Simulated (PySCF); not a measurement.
B3LYP has the VWN-RPA correlation part, as in Gaussian. 

```xyz
5

B     -0.4189    -0.0668     0.0032
O      0.8871    -0.4032     0.0366
H     -0.7474     1.0778    -0.0941
H     -1.2066    -0.9550     0.0745
H      1.4857     0.3461    -0.0237
```

Charge 0, multiplicity 1.

Question: Give the Mulliken and meta-Löwdin atomic charges from B3LYP-D3(BJ)/def2-TZVP // M06-2X/def2-TZVP (PySCF).

Answer: 
```
atom  Mulliken (e)  meta-Löwdin (e)
----  ------------  ---------------
B1            0.10             0.14
O2           -0.37            -0.47
H3           -0.03            -0.02
H4           -0.02             0.00
H5            0.32             0.36
```
